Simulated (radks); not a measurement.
The numbers below are computed, except where a source is named.
Valence configurations of the cerium ion Ce3+ (all share [Xe]). Code: a radial shooting solver on a logarithmic mesh with Libxc functionals. Model: scalar-relativistic Kohn-Sham, BLYP, spin-polarised, spherical densities, finite nucleus; open shells are filled with parallel spins first (spin-orbit coupling, left out, can overturn this in heavy ions); Fermi nuclear charge, rms radius 4.8771 fm. Energies are relative to 4f1; eigenvalues in eV for spin up.

valence	E (eV)	moment (Bohr magnetons)	e(4f)	e(5d)	e(6p)	e(6s)
4f1	0.000	1	-28.783	-	-	-
5d1	7.305	1	-	-25.655	-	-
6p1	16.112	1	-	-	-18.951	-
6s1	11.197	1	-	-	-	-23.361
4f0.5 5d0.5	3.096	1	-31.900	-24.674	-	-
4f0.5 6p0.5	7.077	1	-33.776	-	-17.785	-

NIST lists [Xe] 4f1 as the ground configuration; this level of theory agrees among the configurations tried. The energies are those of spherical high-spin densities, not of single terms.
